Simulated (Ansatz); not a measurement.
HB, charge +1, doublet, at a GFN2-xTB geometry (a state made from the parent by changing its charge; the spin is typed, not shown lowest), with bond 2-1 at 1.4 times its length; CASSCF(3,3)/STO-3G run with Ansatz (a first-principles code).

The Ansatz input:
Ansatz 0.2 input:
```yaml
crystal:
  periodic: [false, false, false]
  atoms:
    - {symbol: B, position_ang: [-0.00000000, -0.00000000, -0.19907611]}
    - {symbol: H, position_ang: [0.00000000, 0.00000000, 1.47316319]}
basis:
  gaussian:
    orbitals: STO-3G
hamiltonian:
  xc: hf
total_charge: 1
correlation: {active_space: {window: {electrons: 3, orbitals: 3}}}
magnetization: {spin_polarized: false, initial_magnetization: 1}
```

Output, abridged:

```
Functional definition: HF
71 factors; integrals over basis functions are off by at most 5.0e-6 eV
mean field evaluation 1: about -665.0801 eV, gradient 2.9e0 eV
mean field evaluation 2: about -665.0798 eV, gradient 2.9e0 eV
mean field evaluation 4: about -665.2276 eV, gradient 9.1e-1 eV
mean field evaluation 8: about -665.4069 eV, gradient 2.8e-1 eV
mean field -665.40934639 eV, -24.4533424493 hartree, gradient 3.3e-6 eV, S^2 0.750000; 0 other end points of the search recorded, 0 dependent functions left out
reference -665.40934639 eV, -24.4533424493 hartree; 3, 2 occupied and 3, 4 virtual orbitals, 71 factors
state -666.45152488 eV, -24.4916418023 hartree
Total energy: -666.45152488 eV, -24.4916418023 hartree
```
